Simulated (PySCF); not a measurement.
# [TlS2]-, singlet: data card

Method: PBE0 in PySCF with Tl def2-TZVPD with ECP60, S def2-TZVPD; scalar-relativistic core potentials, no spin–orbit coupling; density-fitted integrals.

The structure is a minimum.

Coordinates in bohr (charge -1 multiplicity 1):
```
Tl    0.0000    0.0000    0.0000
S     0.0000    0.0000    4.3083
S     0.0000    0.0000   -4.3083
```

```json
{"Point group": "D∞h", "Bond lengths": "Tl–S 2.280 Å (×2)", "Bond angles": "S–Tl–S 180.0°", "Rotational constants": "0.05072 cm⁻¹", "Dipole moment about the centre of mass": "0.00 D", "Enthalpy at 298.15 K above 0 K": "14.10 kJ/mol", "Principal quadrupole moments (Buckingham, traceless) about the centre of mass": "-31.63, 15.81, 15.81 D Å", "Heat capacity Cp at 298.15 K": "57.5 J/(mol K)", "Highest occupied level": "-1.94 eV", "Lowest empty level": "2.51 eV", "Entropy at 298.15 K and 1 bar": "286.7 J/(mol K)", "Rotational symmetry number": "2", "Principal polarisabilities": "86.2, 86.2, 174.5 bohr³", "Zero-point energy": "6.1 kJ/mol"}
```

Harmonic modes (masses in u: Tl 204.974, S 31.972):
```
symmetry  ω (cm⁻¹)  IR (km/mol, summed over degenerate members)  μ (u)     type
      πu       102                                         37.7  40.00     bend
     σg+       379                                          0.0  31.97  stretch
     σu+       437                                          142  40.00  stretch
```

In D∞h the vibrations span πu + σg+ + σu+. The σg+ mode carries no infrared intensity, as symmetry demands. With a centre of inversion only u modes can be infrared active and only g modes Raman active.

Charges (e); Mulliken and Löwdin values are unreliable with diffuse functions:
| atom | Mulliken | Löwdin | polar tensor | Mayer order to Tl1 |
| --- | --- | --- | --- | --- |
| Tl1 | 0.70 | -0.12 | 0.77 | – |
| S2,3 | -0.85 | -0.44 | -0.89 | 1.45 |

Mulliken populations on Tl1 (electrons outside its core potential): s 3.21, p 7.01, d 10.01, f 0.06.

Counting electrons, thallium keeps none of its valence electrons outside its bonds, so the VSEPR class is AX2 and the expected shape is linear (D∞h), as computed.

Other isomers or separated fragments may lie lower. The lowest empty level of this anion is unbound, so it and the gap depend on the basis. No spin–orbit coupling is included, which matters more the heavier the element.

The final relaxation and frequency run took of the order of 80 core-seconds on a shared host.
